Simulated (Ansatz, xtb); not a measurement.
# CHClSiSn: where a starting geometry ends

The starting geometry of this gas-phase singlet was built from a drawn formula by distance geometry and a force field; its bonds are those of `[SiH][Sn]#[C]Cl`.

```
atom    x (Å)    y (Å)   z (Å)
   C   2.2109   0.9804  1.0710
  Cl   3.5730   1.9807  1.3062
  Si  -1.2469  -1.5252  0.4584
  Sn   0.7663  -0.0559  0.8107
   H  -1.1792  -2.6183  1.4133
```

Task: Where would you expect an optimisation with r2SCAN-D4/def2-SVP to take it?

Result: New bonds form, giving a structure with H5 bridging Si3 and Sn4, given below by its coordinates. Distances that change by over a tenth: C1–Sn4 (1.80 → 2.10 Å), Si3–Sn4 (2.52 → 2.88 Å), Si3–H5 (1.45 → 1.66 Å). Contacts that close: C1–Si3 (4.31 → 1.80 Å), Sn4–H5 (3.27 → 2.00 Å).

The energy falls by 3.91 eV over 30 steps:

| step | E − E(last) (eV) |
| --- | --- |
| 1 | 3.912 |
| 4 | 3.310 |
| 7 | 2.921 |
| 11 | 2.837 |
| 14 | 2.824 |
| 17 | 2.821 |
| 20 | 2.734 |
| 24 | 1.063 |
| 27 | 0.041 |
| 30 | 0.000 |

Final geometry (Å):

```json
{"atom": "C", "x (Å)": "1.2461", "y (Å)": "0.2599", "z (Å)": "0.9066"}
{"atom": "Cl", "x (Å)": "2.2735", "y (Å)": "1.5927", "z (Å)": "0.5530"}
{"atom": "Si", "x (Å)": "-0.2390", "y (Å)": "-0.3118", "z (Å)": "0.0583"}
{"atom": "Sn", "x (Å)": "1.2051", "y (Å)": "-1.2417", "z (Å)": "2.3731"}
{"atom": "H", "x (Å)": "-0.3616", "y (Å)": "-1.5374", "z (Å)": "1.1687"}
```

From the same start GFN2-xTB ends elsewhere, differing in Sn4–H5 (3.95 against 2.00 Å here).

No frequencies were run, so the end isn't proven a minimum. Atoms past krypton carry core potentials, without spin–orbit terms. Run with Ansatz 0.2.0, 41 s on 2 threads of Intel(R) Xeon(R) 6975P-C (Granite Rapids), on a shared host.
